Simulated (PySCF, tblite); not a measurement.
Isomers of [C6H10P]+ (charge +1). Method: GFN2-xTB as coded in tblite; computed harmonic values from a numerical Hessian at the method's own geometry, unscaled. The method is semi-empirical: single wavenumbers can be off by several per cent or more. Modes of hydrogen on phosphorus can be 10 to 20 % off. One conformer each.

Electronic energies: PBE0/pcSseg-1 single points on the GFN2-xTB geometries (PySCF, gas phase).

```
            SMILES  electronic energy, lowest = 0 (kJ/mol)
 C#C[P@@H+](C)CC=C                                   203.5
   C[PH+]1C=CCC=C1                                     0.0
  CC1C=C[PH2+]C=C1                                    62.1
CC1=C[PH2+]C(C)=C1                                    55.9
```

Task: How do GFN2-xTB zero-point energies change the relative energies?

Result: 
```json
{"SMILES": "C[PH+]1C=CCC=C1", "ZPE (kJ/mol)": "360.6", "of it from modes above 1550 cm⁻¹": "195.5", "electronic (kJ/mol)": "0.0", "with ZPE, lowest = 0 (kJ/mol)": "0.0", "lowest mode (cm⁻¹)": "59", "rings": "1"}
{"SMILES": "CC1=C[PH2+]C(C)=C1", "ZPE (kJ/mol)": "356.6", "of it from modes above 1550 cm⁻¹": "184.6", "electronic (kJ/mol)": "55.9", "with ZPE, lowest = 0 (kJ/mol)": "51.8", "lowest mode (cm⁻¹)": "64", "rings": "1"}
{"SMILES": "CC1C=C[PH2+]C=C1", "ZPE (kJ/mol)": "361.2", "of it from modes above 1550 cm⁻¹": "193.2", "electronic (kJ/mol)": "62.1", "with ZPE, lowest = 0 (kJ/mol)": "62.8", "lowest mode (cm⁻¹)": "46", "rings": "1"}
{"SMILES": "C#C[P@@H+](C)CC=C", "ZPE (kJ/mol)": "350.4", "of it from modes above 1550 cm⁻¹": "202.1", "electronic (kJ/mol)": "203.5", "with ZPE, lowest = 0 (kJ/mol)": "193.3", "lowest mode (cm⁻¹)": "48", "rings": "0"}
```

The zero-point energies span 10.8 kJ/mol, from `C#C[P@@H+](C)CC=C` to `CC1C=C[PH2+]C=C1`. The order is unchanged.

Task: And how do the electronic energies of GFN2-xTB itself compare?

Result: `C[PH+]1C=CCC=C1` 0.0; `CC1=C[PH2+]C(C)=C1` 17.4; `CC1C=C[PH2+]C=C1` 33.7; `C#C[P@@H+](C)CC=C` 185.0 kJ/mol, lowest = 0. Against the energies above, taken from the same isomer `C[PH+]1C=CCC=C1`, the largest difference is 38.5 kJ/mol.

Task: What do entropy and thermal enthalpy add at 298.15 K and 1 bar (rigid rotor, harmonic oscillator, one conformer each)?

Result: 
```tsv
SMILES	point group	symmetry number	S (J/(mol K))	H − H(0) (kJ/mol)	ZPE + H − H(0) − TS (kJ/mol)
C[PH+]1C=CCC=C1	Cs	1	363.5	23.38	275.6
CC1=C[PH2+]C(C)=C1	Cs	1	373.8	24.95	270.1
CC1C=C[PH2+]C=C1	Cs	1	358.2	22.53	277.0
C#C[P@@H+](C)CC=C	C1	1	408.8	28.61	257.1
```
